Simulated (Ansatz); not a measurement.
C₄H₅ (SMILES C1=CC[CH-]1), charge -1, singlet, at a GFN2-xTB geometry (a gas-phase anion, which may not be bound at this level); CCSD(T)/STO-3G (Ansatz, a program for electronic structure).

The Ansatz input:
Ansatz 0.2 input:
```yaml
crystal:
  periodic: [false, false, false]
  atoms:
    - {symbol: C, position_ang: [-0.00335947, -0.71313637, 0.73014498]}
    - {symbol: C, position_ang: [0.05807930, 0.67991703, 0.79159473]}
    - {symbol: C, position_ang: [-0.05867858, -0.80712934, -0.66134835]}
    - {symbol: C, position_ang: [0.00338121, 0.71775244, -0.73487114]}
    - {symbol: H, position_ang: [-0.00697050, -1.47967539, 1.51496629]}
    - {symbol: H, position_ang: [-0.48704778, 1.36116449, 1.45853372]}
    - {symbol: H, position_ang: [0.48642934, -1.49244489, -1.32412223]}
    - {symbol: H, position_ang: [0.89376966, 1.13784104, -1.23176299]}
    - {symbol: H, position_ang: [-0.88271553, 1.20869220, -1.17073608]}
basis:
  gaussian:
    orbitals: STO-3G
total_charge: -1
magnetization: {spin_polarized: false}
correlation: {method: ccsd_t}
```

Predict the main parts of the log of this Ansatz run.


```
Functional definition: HF
352 factors; integrals over basis functions are off by at most 2.7e-5 eV
mean field evaluation 1: about -4139.8257 eV, gradient 1.9e1 eV
mean field evaluation 2: about -4140.0338 eV, gradient 1.9e1 eV
mean field evaluation 4: about -4141.4194 eV, gradient 1.9e0 eV
mean field evaluation 8: about -4141.4364 eV, gradient 4.1e-2 eV
mean field evaluation 16: about -4141.2462 eV, gradient 3.7e-1 eV
mean field -4141.43641111 eV, -152.1949809418 hartree, gradient 1.9e-6 eV, S^2 0.000000; 0 other end points of the search recorded, 0 dependent functions left out; unrestricted orbitals would lower it
4 core orbitals not correlated
reference -4141.43641111 eV, -152.1949809418 hartree; 11, 11 occupied and 10, 10 virtual orbitals, 352 factors
second order -6.06874237 eV of doubles, -0.00000000 eV of singles
cycle   1  -6.89906161 eV  change   -8.3e-1 eV  update   9.2e-2
cycle   2  -7.33673532 eV  change   -4.4e-1 eV  update   3.4e-2
cycle   3  -7.42908803 eV  change   -9.2e-2 eV  update   1.2e-2
cycle   4  -7.43003743 eV  change   -9.5e-4 eV  update   3.4e-3
cycle   5  -7.42803286 eV  change    2.0e-3 eV  update   7.3e-4
cycle   6  -7.42766012 eV  change    3.7e-4 eV  update   2.2e-4
cycle   7  -7.42756617 eV  change    9.4e-5 eV  update   8.2e-5
cycle   8  -7.42756608 eV  change    9.6e-8 eV  update   1.8e-5
perturbative correction -0.20188288 eV, -0.0074190590 hartree
Total energy: -4149.06586006 eV, -152.4753580195 hartree
```
